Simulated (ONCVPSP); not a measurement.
## Before and after: ONCV potential for B (Z = 5)

ONCVPSP 4.0.1 input, shortened (lines: element, Z, core and valence counts, functional; n l f; lmax; l rc ep ncon nbas qcut; lloc lpopt rc5 dvloc0; l nproj debl; icmod fcfact rcfact), LDA (Perdew-Zunger), scalar-relativistic:

```
  B 5.00    1    2        3      upf
    1    0    2.00
    2    0    1.00
    2    1    2.00
    2
    0    1.70    0.00    5    9    3.00
    1    3.85    0.00    4    9    4.60
    2    3.75    0.14    4    8    2.20
    4    5    1.05    0.00
    0    2    0.60
    1    2    1.60
    2    2    1.10
    2    0.60    0.70
```

Change: s: ncon 3, nbas 7.

Cutoffs: the cutoffs (Ha) at which the residual kinetic energy of the hardest occupied pseudo-wave falls to 1 and 0.1 mHa per electron; they do not see the model core or the augmentation charge, which bear on the density cutoff. Errors are all-electron minus pseudo energies relative to the spin-unpolarised reference configuration.

Task: How do hardness, ghosts and transferability respond?

Result: The potential gets softer (36 Ha and 72 Ha → 13 Ha and 48 Ha); of the 4 tests that both files solve, the error grows in 1 and shrinks in 0 by more than 15 % and 0.3 meV (median size 155.9 → 155.2 meV); neither file shows a bound ghost.

| quantity | base | changed |
| --- | --- | --- |
| cutoff, loose | 36 Ha | 13 Ha |
| cutoff, tight | 72 Ha | 48 Ha |
| loose cutoff by channel | s 36 Ha, p 5.2 Ha | s 13 Ha, p 5.2 Ha |
| bound ghosts | none | none |
| GHOST(+) flags under 300 eV | none | none |
| error for 2s2 2p1, meV [ΔE -5.69 eV] | -34 | -42 |
| error for 2s2 2p0, meV [ΔE 2.64 eV] | +266 | +269 |
| error for 2s1 2p0, meV [ΔE 27.95 eV] | +865 | +884 |
| error for 2s2 2p0.5, meV [ΔE -2.74 eV] | +46 | +41 |
| s: phases at 1.73 bohr within 0.05 rad from the reference energy up to (Ha; the scan ends near 5) | 3.5 | 3.2 |
| p: phases at 3.90 bohr within 0.05 rad from the reference energy up to (Ha; the scan ends near 5) | 2.5 | 2.5 |
| d: phases at 3.81 bohr within 0.05 rad from the reference energy up to (Ha; the scan ends near 5) | 2.4 | 2.4 |
| rms error of d²Exc/dni dnj with the model core, mHa | 0.81 | 0.98 |
